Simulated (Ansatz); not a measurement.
Geometry optimisation, Ansatz 0.2.0, RHF/def2-TZVP.

Input file:

```yaml
crystal:
  periodic: [false, false, false]
  atoms:
    - { symbol: Al, position_ang: [-0.91265, 0.86738, -1.15957] }
    - { symbol: "N", position_ang: [0.39752, 0.57108, 0.2044] }
    - { symbol: Ga, position_ang: [0.51177, -1.42661, 0.94856] }
    - { symbol: H, position_ang: [-1.65267, -0.41188, -1.57744] }
    - { symbol: H, position_ang: [-1.0642, 2.30206, -1.64264] }
    - { symbol: H, position_ang: [1.34246, 0.82285, -0.11965] }
    - { symbol: H, position_ang: [0.25704, 1.19503, 1.01287] }
    - { symbol: H, position_ang: [-0.3429, -2.44933, 0.1554] }
    - { symbol: H, position_ang: [1.46361, -1.47058, 2.17806] }
total_charge: 1
basis:
  gaussian: { orbitals: def2-TZVP }
hamiltonian:
  xc: hf
relax:
  f_tol: 0.015
  max_steps: 40
output:
  orbitals: {}
```

Launched with:

```bash
$ ansatz run input.yaml --threads 2 --pin off --max-ram 3072MiB --backend cpu --events-out ev --progress --plain --runs-dir out
```

Problem. Where does it end, and by what steps?

Solution. The run converged. After 17 steps the energy has fallen by 0.243 eV; H9 moved furthest, 1.67 Å.

```
step  energy less start (eV)  largest force component (eV/Å)  accepted
   0                  0.0000                           0.836       yes
   1                 -0.0965                           0.467       yes
   2                 -0.1168                           0.150       yes
   3                 -0.1318                           0.083       yes
   4                 -0.1392                           0.377       yes
   5                 -0.1480                           0.316       yes
   6                 -0.1638                           0.209       yes
   7                 -0.1749                           0.363       yes
   8                 -0.2066                           0.098       yes
   9                 -0.2221                           0.042       yes
  10                 -0.2308                           0.199       yes
  11                 -0.2365                           0.208       yes
  12                 -0.2321                           0.413        no
  13                 -0.2413                           0.043       yes
  14                 -0.2427                           0.028       yes
  15                 -0.2422                           0.086        no
  16                 -0.2429                           0.036       yes
  17                 -0.2432                           0.011       yes
```

```xyz
9
Properties=species:S:1:pos:R:3
Al -1.063 0.981 -0.864
N 0.585 0.373 -0.070
Ga 0.498 -1.365 0.952
H -2.013 -0.239 -1.061
H -1.153 2.510 -1.106
H 1.276 0.263 -0.798
H 0.950 1.106 0.518
H 1.078 -2.515 0.098
H -0.158 -1.114 2.330
```

Run time: 33 s on 2 threads of Intel(R) Xeon(R) Platinum 8488C (Sapphire Rapids), with other jobs on the host, peak memory 0.37 GiB.
